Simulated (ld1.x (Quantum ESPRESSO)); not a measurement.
**Cutoff test, Bi, TM**

* Element: bismuth
* Generator: ld1.x (Quantum ESPRESSO) 7.5
* Type: norm-conserving Troullier–Martins (Kleinman–Bylander form)
* Functional: PBEsol
* Relativity: fully relativistic
* Frozen core: [Xe] 4f14 5d10
* Valence charge: 5
* Reference configuration: 6s1 6p4
* Partial waves: 6p (bound): rc 1.75 bohr; 6s (bound): rc 1.50 bohr
* Local potential: the s channel
* Core correction: Bessel-smoothed model core, default radius (core density twice the valence density)

Open shells are filled in proportion to 2j + 1 (rel_dist='average').

The pseudo-atom Hamiltonian at the reference potential is diagonalised in spherical Bessel functions j_l(qr) that vanish at 20 bohr, with q² up to the cutoff. All-electron valence levels (Ry): 6p1/2 -0.5000, 6p3/2 -0.3463, 6s -1.1365.

Task: How do the lowest levels (Ry) of each channel move with the cutoff, and are there ghosts?

Result:

| cutoff (Ry) | p1/2 #1 | p1/2 #2 | p3/2 #1 | p3/2 #2 | p3/2 #3 | s #1 | d #1 | d #2 | f #1 | f #2 | Σ f·Δε (mRy) |
| --- | --- | --- | --- | --- | --- | --- | --- | --- | --- | --- | --- |
| 8 | -54.7879 | -0.4501 | -1.1195 | 0.0008 | 0.0927 | -0.9971 | 0.0260 | 0.0901 | 0.1086 | 0.2284 | 1132.4 |
| 18 | -466.8170 | -0.4637 | -18.6197 | -0.1586 | 0.0407 | -1.0383 | 0.0206 | 0.0867 | 0.1086 | 0.2284 | 647.6 |
| 40 | -650.4932 | -0.4987 | -45.5630 | -0.3365 | 0.0257 | -1.1293 | 0.0185 | 0.0855 | 0.1086 | 0.2284 | 35.0 |
| 60 | -808.0415 | -0.4995 | -45.6781 | -0.3426 | 0.0253 | -1.1336 | 0.0177 | 0.0851 | 0.1086 | 0.2284 | 13.3 |
| 110 | -870.1490 | -0.4999 | -48.2484 | -0.3460 | 0.0251 | -1.1358 | 0.0175 | 0.0850 | 0.1086 | 0.2284 | 1.5 |
| 180 | -902.7862 | -0.4999 | -48.7810 | -0.3462 | 0.0251 | -1.1364 | 0.0175 | 0.0850 | 0.1086 | 0.2284 | 0.2 |
| 400 | -913.7237 | -0.4999 | -48.8660 | -0.3463 | 0.0251 | -1.1365 | 0.0174 | 0.0849 | 0.1086 | 0.2284 | 0.0 |

Result: ghost states, extra bound levels that the all-electron valence spectrum of the same l lacks: p1/2 at -12431.8 eV, p3/2 at -664.9 eV (a true bound ghost makes a file unfit for plane-wave use); 10 mRy is reached at 70 Ry and 1 mRy at 140 Ry.

Its largest configuration-test error is -636 meV.
